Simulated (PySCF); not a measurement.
Level of theory: PySCF with PBE-D3(BJ)/def2-TZVP // BP86-D3(BJ)/def2-SVP. Isolated molecules, 0 K electronic values unless said otherwise. One relaxed conformer stands for a flexible species; it need not be the lowest. 

Reference species: [Sc(Br)3] (neutral, multiplicity 1).

| Quantity | Value |
|---|---|
| charge on the central atom (meta-Löwdin) | 1.12 e |
| LUMO | -4.22 eV |
| mean distance from the central atom to its bonded neighbours | 2.424 Å |
| HOMO–LUMO gap | 3.11 eV |

Changed species: [Sc(NH2)3] (0 of 3 NH2 replaced by Br; the reference has 3 of 3 NH2 replaced by Br).

Problem. What does the change do to the charge on the central atom (meta-Löwdin), LUMO, mean distance from the central atom to its bonded neighbours and HOMO–LUMO gap?

Solution. the charge on the central atom (meta-Löwdin) falls by 0.02 e, to 1.10 e; the LUMO rises by 2.42 eV, to -1.80 eV; the mean distance from the central atom to its bonded neighbours falls by 0.432 Å, to 1.992 Å; the HOMO–LUMO gap rises by 0.28 eV, to 3.39 eV.
